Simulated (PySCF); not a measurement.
[PbH2]2+ at several levels of theory

Computed with PySCF 2.14.0 (density fitting, no spin-orbit coupling) at the geometry relaxed with PBE0:

```xyz
3
[PbH2]2+ (singlet)
Pb    0.0000    0.0000    0.5153
H     1.7405    0.0000    0.5153
H    -1.7405    0.0000    0.5153
```

```json
{"level": "PBE0", "basis": "Pb def2-SVP with ECP60, H def2-SVP", "state": "singlet", "HOMO (eV)": "-24.02", "gap (eV)": "8.09", "charge on Pb1 (e)": "1.48", "dipole about the centre of mass (D)": "0.00", "largest force component (eV/Å)": "0.00"}
{"level": "TPSSh", "basis": "the same", "state": "singlet", "HOMO (eV)": "-23.52", "gap (eV)": "7.20", "charge on Pb1 (e)": "1.51", "dipole about the centre of mass (D)": "0.00", "largest force component (eV/Å)": "0.04"}
{"level": "PBE0", "basis": "Pb def2-TZVP with ECP60, H def2-TZVP", "state": "singlet", "HOMO (eV)": "-24.03", "gap (eV)": "8.08", "charge on Pb1 (e)": "1.34", "dipole about the centre of mass (D)": "0.00", "largest force component (eV/Å)": "0.15"}
```

Charges are Mulliken's, which hang on the basis. The relaxation used the grid (50, 194), these runs (75, 302) or, all-electron (x2c bases, spin-free X2C Hamiltonian), (99, 590).

Q: What does PBE with Pb def2-SVP with ECP60, H def2-SVP give here?

A: state singlet, HOMO (eV) -22.95, gap (eV) 6.06, charge on Pb1 (e) 1.49, dipole about the centre of mass (D) 0.00, largest force component (eV/Å) 0.31. Time: 1 s on 2 threads of Intel(R) Xeon(R) Platinum 8259CL CPU @ 2.50GHz (Skylake/Cascade Lake) (shared host), from an already converged density.

In the first row's basis the gap widens with exact exchange: 6.1 eV for PBE (none); 7.2 to 8.1 eV for TPSSh, PBE0 (a fixed share).
